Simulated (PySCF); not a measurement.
PySCF input file for Zn(OH)(SH) (H2OSZn), SMILES [SH][Zn][OH], TDA-ωB97X/def2-SVPD. Geometry: PBE0-D3(BJ)/def2-TZVP. Other conformers were not sampled.

```python
import numpy as np
from pyscf import gto, scf, dft, tdscf

mol = gto.M(
    atom='''
    Zn    0.27132907   -0.23405499   -0.04816014
    O     1.68774918   -1.28881678   -0.20921897
    H     1.50095941   -2.22628346   -0.28174028
    S    -1.36087667    1.15427763    0.12100643
    H    -1.36879848    1.09002507    1.46419331
    ''',
    basis='def2-SVPD',
    charge=0,
    spin=0,
    max_memory=1600,
    verbose=4,
)
mf = dft.RKS(mol, xc='wb97x').density_fit(auxbasis='def2-universal-jkfit')
mf.grids.level = 3
mf.conv_tol = 1e-9
mf.max_cycle = 100
mf.kernel()
mf.grids = dft.Grids(mol).set(level=1).build(with_non0tab=True)  # coarser grid for the response kernel
td = tdscf.TDA(mf)
td.singlet = True
td.nstates = 10
td.conv_tol = 1e-4
td.kernel(x0=td.get_init_guess(mf, 15))
td.analyze()
tt = tdscf.TDA(mf)
tt.singlet = False
tt.nstates = 4
tt.conv_tol = 1e-4
tt.kernel(x0=tt.get_init_guess(mf, 9))
tt.analyze(verbose=3)
```

Log of the run:

```
PySCF version 2.14.0

[INPUT] verbose = 4
[INPUT] num. atoms = 5
[INPUT] num. electrons = 56
[INPUT] charge = 0
[INPUT] spin (= nelec alpha-beta = 2S) = 0
[INPUT] symmetry False subgroup None
[INPUT] Mole.unit = angstrom
[INPUT] Symbol           X                Y                Z      unit          X                Y                Z       unit  Magmom
[INPUT]  1 Zn     0.271329070000  -0.234054990000  -0.048160140000 AA    0.512737631933  -0.442299829188  -0.091009474721 Bohr   0.0
[INPUT]  2 O      1.687749180000  -1.288816780000  -0.209218970000 AA    3.189383717159  -2.435510738944  -0.395366553364 Bohr   0.0
[INPUT]  3 H      1.500959410000  -2.226283460000  -0.281740280000 AA    2.836402208989  -4.207066015049  -0.532411967458 Bohr   0.0
[INPUT]  4 S     -1.360876670000   1.154277630000   0.121006430000 AA   -2.571684195610   2.181268592412   0.228669012011 Bohr   0.0
[INPUT]  5 H     -1.368798480000   1.090025070000   1.464193310000 AA   -2.586654246921   2.059848851210   2.766924349320 Bohr   0.0

nuclear repulsion = 233.663999106304
number of shells = 40
number of NR pGTOs = 174
number of NR cGTOs = 100
basis = def2-SVPD
ecp = {}


[settings echo left out]
init E= -2253.31039910926
  HOMO = -0.334869940954956  LUMO = -0.0723072394113968  gap/eV = 7.14470
cycle= 1 E= -2253.52323029918  delta_E= -0.213  |g|= 0.859  |ddm|= 2.49
  HOMO = -0.241268480717709  LUMO = 0.0212502884215073  gap/eV = 7.14350
cycle= 2 E= -2253.43682738239  delta_E= 0.0864  |g|= 1.16  |ddm|= 1.86
  HOMO = -0.360944784954811  LUMO = 0.0163220802493109  gap/eV = 10.26595
cycle= 3 E= -2253.66883355739  delta_E= -0.232  |g|= 0.067  |ddm|= 0.957
  HOMO = -0.370483609003649  LUMO = 0.0235886474721436  gap/eV = 10.72325
cycle= 4 E= -2253.67007163233  delta_E= -0.00124  |g|= 0.0374  |ddm|= 0.115
  HOMO = -0.36659360029712  LUMO = 0.0237643825790075  gap/eV = 10.62218
cycle= 5 E= -2253.67037620653  delta_E= -0.000305  |g|= 0.013  |ddm|= 0.0494
  HOMO = -0.365321226993881  LUMO = 0.0242436454597046  gap/eV = 10.60060
cycle= 6 E= -2253.67042306396  delta_E= -4.69e-05  |g|= 0.00347  |ddm|= 0.0191
  HOMO = -0.365836401302998  LUMO = 0.0240883135721424  gap/eV = 10.61039
cycle= 7 E= -2253.67043043909  delta_E= -7.38e-06  |g|= 0.000889  |ddm|= 0.00965
  HOMO = -0.365662411244627  LUMO = 0.0240980049806048  gap/eV = 10.60592
cycle= 8 E= -2253.67043125537  delta_E= -8.16e-07  |g|= 0.000256  |ddm|= 0.00314
  HOMO = -0.36571997827582  LUMO = 0.024072502189421  gap/eV = 10.60679
cycle= 9 E= -2253.67043131774  delta_E= -6.24e-08  |g|= 5.91e-05  |ddm|= 0.000871
  HOMO = -0.365711122058119  LUMO = 0.0240747940277304  gap/eV = 10.60662
cycle= 10 E= -2253.67043132038  delta_E= -2.64e-09  |g|= 1.76e-05  |ddm|= 0.000186
  HOMO = -0.365712302193177  LUMO = 0.0240740658180165  gap/eV = 10.60663
cycle= 11 E= -2253.67043132062  delta_E= -2.37e-10  |g|= 1.09e-05  |ddm|= 7.87e-05
  HOMO = -0.365711713328523  LUMO = 0.0240740420437291  gap/eV = 10.60661
Extra cycle  E= -2253.67043132063  delta_E= -1.23e-11  |g|= 1.33e-05  |ddm|= 2.1e-05
converged SCF energy = -2253.67043132063
tot grids = 23880


******** <class 'pyscf.tdscf.rks.TDA'> for <class 'pyscf.df.df_jk.DFRKS'> ********
nstates = 10 singlet
deg_eia_thresh = 1.000e-03
wfnsym = None
conv_tol = 0.0001
eigh lindep = 1e-12
eigh level_shift = 0
eigh max_cycle = 100


Excitation energies (eV)
[5.56442316 6.26307429 6.26719015 6.80293899 6.89656231 7.17103518
 7.6378842  7.65867935 7.91110745 7.9838254 ]

** Singlet excitation energies and oscillator strengths **
Excited State   1:      5.56442 eV    222.82 nm  f=0.0461
      28 -> 29       -0.67186
      28 -> 35        0.12705
Excited State   2:      6.26307 eV    197.96 nm  f=0.0318
      26 -> 29       -0.18486
      27 -> 29       -0.59060
      27 -> 32       -0.12609
      28 -> 30        0.23230
      28 -> 33       -0.10199
Excited State   3:      6.26719 eV    197.83 nm  f=0.0076
      27 -> 29        0.24935
      28 -> 30        0.55306
      28 -> 32        0.19354
      28 -> 33       -0.24414
Excited State   4:      6.80294 eV    182.25 nm  f=0.0175
      26 -> 29        0.42562
      27 -> 29       -0.10683
      28 -> 31       -0.49485
Excited State   5:      6.89656 eV    179.78 nm  f=0.0163
      26 -> 29        0.12310
      28 -> 30        0.32111
      28 -> 32       -0.37228
      28 -> 33        0.43676
      28 -> 39       -0.11448
Excited State   6:      7.17104 eV    172.90 nm  f=0.1191
      25 -> 29        0.34739
      25 -> 32        0.11218
      26 -> 29       -0.27225
      27 -> 30       -0.34501
      28 -> 31       -0.34383
Excited State   7:      7.63788 eV    162.33 nm  f=0.0033
      25 -> 29       -0.12312
      26 -> 30        0.17455
      26 -> 31       -0.17718
      27 -> 31       -0.60554
      27 -> 32       -0.13205
Excited State   8:      7.65868 eV    161.89 nm  f=0.0459
      25 -> 29        0.33029
      26 -> 29        0.13231
      26 -> 30       -0.44946
      26 -> 32       -0.18542
      26 -> 33        0.10081
      27 -> 30        0.13964
      27 -> 31       -0.25043
Excited State   9:      7.91111 eV    156.72 nm  f=0.1261
      25 -> 29       -0.33652
      25 -> 30        0.17502
      26 -> 29       -0.19878
      26 -> 30       -0.39822
      26 -> 31        0.16652
      26 -> 32        0.18130
      28 -> 31       -0.18411
Excited State  10:      7.98383 eV    155.29 nm  f=0.1988
      25 -> 30        0.10129
      25 -> 31        0.12918
      25 -> 32        0.13523
      26 -> 29       -0.17568
      26 -> 31       -0.45754
      27 -> 30        0.37078
      28 -> 31       -0.11692

** Transition electric dipole moments (AU) **
state          X           Y           Z        Dip. S.      Osc.
  1        -0.2812     -0.5076     -0.0369      0.3381      0.0461
  2        -0.0100     -0.0454     -0.4526      0.2070      0.0318
  3        -0.0699     -0.0772      0.1964      0.0494      0.0076
  4         0.2646     -0.1613      0.0942      0.1049      0.0175
  5         0.3046      0.0571      0.0122      0.0962      0.0163
  6        -0.7832      0.2176      0.1314      0.6781      0.1191
  7         0.0265      0.1100     -0.0677      0.0174      0.0033
  8         0.2659     -0.4169      0.0045      0.2445      0.0459
  9        -0.4791      0.6443     -0.0752      0.6504      0.1261
 10        -0.8686      0.5117     -0.0090      1.0165      0.1988

** Transition velocity dipole moments (imaginary part, AU) **
state          X           Y           Z        Dip. S.      Osc.
  1        -0.0631     -0.0949     -0.0067      0.0130      0.0425
  2        -0.0146     -0.0202     -0.0921      0.0091      0.0264
  3        -0.0397     -0.0465      0.0359      0.0050      0.0145
  4         0.0838     -0.0609      0.0181      0.0111      0.0295
  5         0.0912      0.0335      0.0023      0.0094      0.0248
  6        -0.1661      0.0477      0.0269      0.0306      0.0774
  7        -0.0059      0.0269     -0.0309      0.0017      0.0041
  8         0.0786     -0.1078      0.0162      0.0181      0.0428
  9        -0.1038      0.1292     -0.0132      0.0276      0.0634
 10        -0.1969      0.1280     -0.0067      0.0552      0.1254

** Transition magnetic dipole moments (imaginary part, AU) **
state          X           Y           Z
  1         0.0028      0.0303     -0.4841
  2        -0.4865     -0.2791     -0.1118
  3        -0.0835      0.4254     -0.2054
  4        -0.0691     -0.0093     -0.2312
  5         0.1487     -0.0992      0.1168
  6         0.0301     -0.0683      0.3701
  7        -0.2974     -0.1746      0.0102
  8         0.0640      0.1170      0.1277
  9         0.3527      0.4305      0.0977
 10         0.1443      0.2135     -0.3034


******** <class 'pyscf.tdscf.rks.TDA'> for <class 'pyscf.df.df_jk.DFRKS'> ********
nstates = 4 triplet
deg_eia_thresh = 1.000e-03
wfnsym = None
conv_tol = 0.0001
eigh lindep = 1e-12
eigh level_shift = 0
eigh max_cycle = 100


Excitation energies (eV)
[5.23253859 5.91175551 5.95695359 6.25527169]

** Triplet excitation energies and oscillator strengths **
Excited State   1:      5.23254 eV    236.95 nm  f=0.0000
Excited State   2:      5.91176 eV    209.72 nm  f=0.0000
Excited State   3:      5.95695 eV    208.13 nm  f=0.0000
Excited State   4:      6.25527 eV    198.21 nm  f=0.0000
```

The run converged.

Cost: around 80 core-seconds (rough).
